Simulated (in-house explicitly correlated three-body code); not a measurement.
Computed with an exponentially correlated three-body code. Model: two electrons around a point charge, non-relativistic, variational in 260 exponentially correlated functions (energies converged to about 1e-7 hartree, or 1e-8 relative for large Z).

Command:
```bash
python run_hyl.py task.json out
```
Settings (lengths in bohr, energies in hartree):
```
Z                      6
nuclear_mass           15
interaction_strength   1
functions              260
states_tried           13
```

Time taken, with all properties: 27 s on 1 thread of Intel(R) Xeon(R) Platinum 8375C CPU @ 2.90GHz (Ice Lake) (shared host).

**Those bound S and P states to n = 4 that converged, binding against the one-electron ion.**

Given: nuclear charge 6; mass of the centre 15 electron masses.

Computed: one-electron threshold -16.875 hartree.

```json
{"term": "1 1S", "energy (hartree)": "-30.3631411", "binding (eV)": "367.03"}
{"term": "2 3S", "energy (hartree)": "-20.0824999", "binding (eV)": "87.281"}
{"term": "2 3P", "energy (hartree)": "?", "binding (eV)": "?"}
{"term": "2 1S", "energy (hartree)": "-19.9040465", "binding (eV)": "82.425"}
{"term": "2 1P", "energy (hartree)": "-19.6811277", "binding (eV)": "76.359"}
{"term": "3 3S", "energy (hartree)": "-18.2556684", "binding (eV)": "37.57"}
{"term": "3 3P", "energy (hartree)": "-18.2354576", "binding (eV)": "37.02"}
{"term": "3 1S", "energy (hartree)": "?", "binding (eV)": "?"}
{"term": "3 1P", "energy (hartree)": "-18.1455779", "binding (eV)": "34.574"}
{"term": "4 3S", "energy (hartree)": "-17.6404991", "binding (eV)": "20.83"}
{"term": "4 1S", "energy (hartree)": "-17.621259", "binding (eV)": "20.307"}
```

Task: What belongs in the row 2 3P?

Result: energy (hartree): -20.0267595; binding (eV): 85.764.

Task: What belongs in the row 3 1S?

Result: energy (hartree): -18.2081925; binding (eV): 36.278.

**Converged states only, values per electron or pair.**

| term | mean r (bohr) | mean r squared (bohr²) | mean inverse r (1/bohr) | mean r12 (bohr) | mean inverse r12 (1/bohr) | mean cosine | mean p1 dot p2 (bohr⁻²) | delta r1 (bohr⁻³) | delta r12 (bohr⁻³) |
| --- | --- | --- | --- | --- | --- | --- | --- | --- | --- |
| 1 1S | 0.2846 | 0.10896 | 5.3323 | 0.41629 | 3.2619 | 0.0021852 | -0.070482 | 50.646 | 5.1995 |
| 2 3S | ? | ? | ? | ? | ? | ? | ? | ? | - |
| 2 3P | ? | ? | ? | ? | ? | ? | ? | ? | - |
| 2 1S | 0.75298 | 0.94316 | 3.4091 | 1.2689 | 1.1008 | -0.0038433 | -0.30459 | 30.699 | 0.85026 |
| 2 1P | 0.69443 | 0.79959 | 3.3743 | 1.1428 | 1.1297 | 0.044813 | 1.2057 | 28.521 | 0.15812 |
| 3 3S | 1.4939 | 4.2501 | 3.0815 | 2.7373 | 0.46692 | 0.0030657 | -0.077783 | 29.065 | - |
| 3 3P | 1.4089 | 3.794 | 3.0823 | 2.5714 | 0.51678 | -0.011624 | -0.55491 | 28.255 | - |
| 3 1S | 1.5398 | 4.5421 | 3.0765 | 2.8268 | 0.50188 | 0.00068431 | -0.13616 | 29.017 | 0.24901 |
| 3 1P | 1.5003 | 4.3538 | 3.0671 | 2.7454 | 0.51459 | 0.014408 | 0.28484 | 28.355 | 0.056013 |
| 4 3S | 2.5845 | 13.563 | 2.9627 | 4.9113 | 0.2714 | 0.0020674 | -0.055649 | 28.632 | - |
| 4 1S | 2.6458 | 14.253 | 2.9607 | 5.0329 | 0.28545 | 0.0010966 | -0.078356 | 28.615 | 0.1042 |

Task: What belongs in the row 2 3S?

Result: mean r (bohr): 0.72206; mean r squared (bohr²): 0.85455; mean inverse r (1/bohr): 3.4278; mean r12 (bohr): 1.2166; mean inverse r12 (1/bohr): 0.96838; mean cosine: 0.0052738; mean p1 dot p2 (bohr⁻²): -0.05989; delta r1 (bohr⁻³): 30.926.

Task: What belongs in the row 2 3P?

Result: mean r (bohr): 0.62513; mean r squared (bohr²): 0.63078; mean inverse r (1/bohr): 3.4357; mean r12 (bohr): 1.0421; mean inverse r12 (1/bohr): 1.1743; mean cosine: -0.062361; mean p1 dot p2 (bohr⁻²): -2.2131; delta r1 (bohr⁻³): 27.903.
